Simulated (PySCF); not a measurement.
Static response to an electric field

Species: C5H5NO2.
Cartesian coordinates in Å at the GFN2-xTB level; atoms count from 1:
```
atom  x, y, z in Å
C1    -2.679   -0.200    0.033
N2    -1.261   -0.131    0.283
C3    -0.365    0.056   -0.710
O4    -0.639    0.181   -1.884
C5     1.008    0.095   -0.236
C6     2.187    0.153    0.019
C7     3.571    0.214    0.374
O8     4.165   -0.612    1.012
H9    -3.077   -1.171    0.331
H10   -2.831   -0.061   -1.037
H11   -3.206    0.585    0.578
H12   -0.937   -0.241    1.231
H13    4.060    1.131   -0.011
```

Level: PBE0/def2-SVPD (PySCF), static field, nuclei fixed, core orbitals frozen in the response. The polarisability tensor in these axes (au):

```
x   119.60   1.00   9.57
y     1.00  52.13  -5.36
z     9.57  -5.36  65.32
```

What are the eigenvalues, a third of the trace, and Δα (Δα² = ½Σ(αi − αj)² over the three pairs)?

Principal values 49.97, 65.85 and 121.24 au; mean 79.02 au = 11.71 Å³ = 13.03 × 10⁻⁴⁰ C²·m²/J; Δα = 64.81 au (82 % of the mean).

What is the dipole moment, and where does it point?

(-2.78, 1.06, 2.34) D, 3.79 D in size, pointing from the negative to the positive side. Measured along this direction, the outermost atoms are H13 and O8 at the negative end and H11 at the positive end.

Molar refractivity from α?

Lorentz–Lorenz: R = (4π/3)N_A α = 2.5225 cm³/(mol·Å³) × 11.71 Å³ = 29.5 cm³/mol, in the limit of long wavelengths.

In a dilute gas of rigid molecules at 350 K, how does the orientational term μ²/3kT compare with the electronic polarisability?

In Gaussian units μ²/3kT = 98.89 Å³ against 11.71 Å³, a ratio of 8.45; the Debye molar polarisation (4π/3)N_A(α + μ²/3kT) is 279.0 cm³/mol, leaving out the vibrational part.

Give the principal axes and the span of the nuclei along them.

Largest value along (0.99, 0.00, 0.17), where the nuclei span 7.34 Å; middle along (-0.16, -0.37, 0.92), 3.06 Å; least along (-0.06, 0.93, 0.36), 1.73 Å. The response follows the extents in order.

Give the eigenvalues of the traceless quadrupole moment Θ = ½Σq(3rr − r²1), origin at the centre of nuclear charge.

-20.41, 2.18, 18.23 D·Å. The values depend on the origin, since the dipole doesn't vanish. The electronic extent ⟨r²⟩ about the same centre is 1470 bohr², a root-mean-square distance of 2.66 Å for the 58 electrons.

In TDDFT the mean static polarisability is Σ f/ω² over all singlet excitations (ω in hartree). How much of it do the 8 lowest give? Their energies (eV) and oscillator strengths: 3.68, 0.0003; 4.31, 0.0069; 4.62, 0.0427; 4.93, 0.0120; 5.55, 0.0365; 5.71, 0.1067; 6.15, 0.0079; 6.23, 0.1108.

They add up to 7.71 au, 9.8 % of the 79.02 au; the largest single term is 2.43 au, from the state at 5.71 eV. Terms in order: 0.02, 0.28, 1.48, 0.37, 0.88, 2.43, 0.16, 2.11 au. Higher excitations give the rest. The strengths listed sum to 0.324.

One conformer (not necessarily the lowest) at the GFN2-xTB geometry, without solvent, vibrations or thermal averaging.
